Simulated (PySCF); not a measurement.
## Dipole moment and polarisability of cyclo-(F2SnO)3

Cyclo-(F2SnO)3.
Geometry (PBE0-D3(BJ)/def2-SVP, Å), atoms numbered from 1 in this order:
```
atom  x, y, z in Å
Sn1   -0.4081   -1.9811   -0.2906
F2    -2.0456   -2.9068   -0.5955
F3     0.9730   -3.2975   -0.2930
O4    -0.4561   -1.0691    1.4330
Sn5    0.0070    0.7694    1.8920
F6    -1.4972    1.6304    2.6886
F7     1.4009    0.7888    3.1918
O8     0.5707    1.7232    0.2847
Sn9    0.4310    1.1946   -1.5896
F10   -0.8675    2.2662   -2.4856
F11    2.0959    1.4818   -2.4732
O12   -0.0884   -0.6824   -1.7115
```

Level: PBE0/def2-SVPD (PySCF), static field, nuclei fixed, core orbitals frozen in the response. The polarisability tensor in these axes (au):

```
x    91.88   4.51  -1.96
y     4.51 111.06   0.46
z    -1.96   0.46 112.05
```

Problem. Diagonalise the tensor; give its mean and Δα, where Δα² is half the sum of the squared differences of the eigenvalues.

Solution. Principal values 90.68, 112.06 and 112.24 au; mean 104.99 au = 15.56 Å³ = 17.31 × 10⁻⁴⁰ C²·m²/J; Δα = 21.47 au (20 % of the mean).

Problem. What is the dipole moment?

Solution. 0.05 D at this geometry.

Problem. What molar refraction does this α imply?

Solution. Lorentz–Lorenz: R = (4π/3)N_A α = 2.5225 cm³/(mol·Å³) × 15.56 Å³ = 39.2 cm³/mol, in the limit of long wavelengths.

Problem. Rayleigh depolarisation ratio (linearly polarised light, static tensor)?

Solution. ρ = 3Δα²/(45ᾱ² + 4Δα²) = 1383.5/(496077 + 1844.6) = 0.00278.

Problem. Refractivity n − 1 of an ideal gas of it at 298.15 K and 1 atm, from the electronic α?

Solution. N = p/kT = 2.4615 × 10¹⁹ cm⁻³, so n − 1 = 2π × N × 15.56 × 10⁻²⁴ cm³ = 2406 × 10⁻⁶ at long wavelengths, for an ideal gas.

Problem. Find the Langevin capture rate constant for H3+ (3.023 u) meeting this molecule (521.682 u), k = 2.342 × 10⁻⁹ cm³/s × √(α in Å³ / reduced mass in u).

Solution. The reduced mass is 3.01 u, so k = 5.33 × 10⁻⁹ cm³/s.

Problem. Form Σ f/ω² (atomic units) for the 10 lowest TDDFT singlets, given as eV and f, and set it beside the mean polarisability, which is this sum over all singlets: 4.91, 0.0021; 4.91, 0.0021; 5.17, 0.0843; 5.18, 0.0847; 5.31, 0.0619; 6.09, 0.0000; 6.31, 0.0000; 6.33, 0.0000; 6.35, 0.0004; 6.36, 0.0001.

Solution. They add up to 6.43 au, 6.1 % of the 104.99 au; the largest single term is 2.34 au, from the state at 5.18 eV. Terms in order: 0.06, 0.06, 2.33, 2.34, 1.62, 0.00, 0.00, 0.00, 0.01, 0.00 au. Higher excitations give the rest. The strengths listed sum to 0.236.

The structure is a single PBE0-D3(BJ)/def2-SVP conformer in the gas phase; no vibrational or solvent corrections. Atoms past krypton carry effective core potentials; spin–orbit coupling is left out.
